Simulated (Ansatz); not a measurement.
Relaxation of CH5F2Si (9 atoms, charge 0, multiplicity 2), to a largest force component of 0.03 eV/Å in at most 50 steps.

These are results of UKS B3LYP/6-31G* in Ansatz 0.2.0, not measurements.

```xyz
9
Properties=species:S:1:pos:R:3:forces:R:3
Si 0.027 0.046 -0.376 -0.02 -0.03 -0.07
H 0.014 0.023 2.288 -0.01 -0.02 0.34
F 1.511 -0.009 -1.001 -0.08 0.07 -0.03
F -0.763 1.304 -1.001 0.10 -0.03 -0.03
H -0.690 -1.196 -0.821 0.00 -0.01 0.00
C -0.005 -0.009 3.393 0.01 0.01 -0.14
H -0.567 -0.884 3.730 -0.01 -0.02 -0.04
H 1.019 -0.067 3.772 0.02 0.00 -0.02
H -0.483 0.898 3.773 -0.01 0.03 -0.01
```

Question: Where does it end, and by what steps?

Answer: It converged. After 4 steps the energy has fallen by 0.023 eV; F4 moved furthest, 0.21 Å.

```tsv
step	energy less start (eV)	largest force component (eV/Å)	accepted
0	0.0000	0.340	yes
1	-0.0213	0.162	yes
2	0.0027	1.023	no
3	-0.0223	0.052	yes
4	-0.0227	0.025	yes
```

```xyz
9
Properties=species:S:1:pos:R:3
Si 0.020 0.035 -0.577
H 0.038 0.065 2.463
F 1.501 -0.002 -1.206
F -0.752 1.299 -1.206
H -0.696 -1.206 -1.026
C -0.002 -0.004 3.555
H -0.571 -0.892 3.844
H 1.014 -0.076 3.951
H -0.489 0.889 3.957
```

Whether the end is a true minimum wasn't checked by a vibrational analysis.

The run took 13 s on 2 threads of Arm Neoverse V1, on a shared host, peak memory 0.19 GiB.
